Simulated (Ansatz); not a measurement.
The cluster B₃F₂⁻. Total charge -1; triplet. Geometry PBE-D4/def2-SVP, that of the neutral doublet; atoms count from 1.

```xyz
5

B     0.001   -0.001    0.001
B     0.276   -0.492   -1.415
B    -0.276    0.492    1.415
F     0.509   -0.910   -2.617
F    -0.511    0.910    2.616
```

The highest occupied level of the charge -1 triplet lies above zero (up to 2.15 eV). By energy differences it is unbound by 0.21 eV (vertical, against the charge 0 doublet, at PBE0-D4/def2-TZVPD) and held by the finite basis. At PBE0-D4/def2-TZVPD a singlet of charge -1 lies 1.84 eV below the triplet at the same geometry. The structure comes from a short search, and lower isomers may exist.

**Question.** Estimate the Mulliken populations from the PBE0/def2-TZVPD orbitals of Ansatz.

**Answer.** 
```csv
atom,charge (e),spin (α − β)
B1,0.17,0.75
B2,-0.06,0.64
B3,-0.06,0.64
F4,-0.52,-0.01
F5,-0.52,-0.01
```
Mulliken values depend strongly on the basis. With diffuse functions, as here, like atoms can get unlike values, and bond orders can come out too low or too high.

**Question.** Where does the spin sit?

**Answer.** Summed by element: B 2.02, F -0.02, of 2 unpaired in all. Largest on single atoms: B1 0.75, B3 0.64, B2 0.64.

**Question.** And the Mayer bond orders between heavy atoms (over 0.3)?

**Answer.** B2–B3 0.54 (3.05 Å); B2–F4 1.94 (1.29 Å); B3–F5 1.94 (1.29 Å).
